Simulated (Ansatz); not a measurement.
Stepwise reaction of `[O]=[Mo]([F])([F])([Cl])[Cl]` with hydrogen fluoride, as a gas-phase model of exchange steps in deposition or etching. ΔE in kJ/mol; ΔG adds harmonic PBE0-D4 terms to CCSD(T)/CBS, at 1 bar.

Gas-phase electronic energies from Ansatz, PBE0-D4/def2-TZVP geometries. CCSD(T)/CBS is the MP2 limit (def2-TZVPP, def2-QZVPP) plus CCSD(T) − MP2 in def2-TZVPP, frozen cores. This one scheme is used for every species. Functionals use def2-TZVPP. B3LYP here is the variant with VWN-RPA as its local correlation; programs differ in this. Elements past krypton have def2 core potentials. For Mo outer-core shells are correlated without core-valence functions, which leaves a few kJ/mol of doubt a bond.

| step | reaction | PBE-D4 | B3LYP-D4 | ωB97M-V | CCSD(T)/CBS | ΔG(600 K) |
| --- | --- | --- | --- | --- | --- | --- |
| 1 | `[O]=[Mo]([F])([F])([Cl])[Cl]` + H–F → `[O]=[Mo]([F])([F])([F])[Cl]` + HCl | -13.8 | -15.9 | -21.3 | -4.4 | -9.8 |
| 2 | `[O]=[Mo]([F])([F])([F])[Cl]` + H–F → `[O]=[Mo]([F])([F])([F])[F]` + HCl | 63.1 | 63.9 | 62.7 | 71.0 | 61.0 |

By hand: ΔE of the 2 steps together at CCSD(T)/CBS.

(-4.4) + (71.0) = 66.6 kJ/mol, or 33.3 kJ/mol a step.

In ΔE each step is higher than the one before. ΔG lies between -9.8 and 61.0 kJ/mol a step. PBE-D4 differs from CCSD(T)/CBS by -9.4 to -7.9 kJ/mol a step. Isolated molecules leave out the surface, adducts and barriers. Largest T1 diagnostic: 0.024.
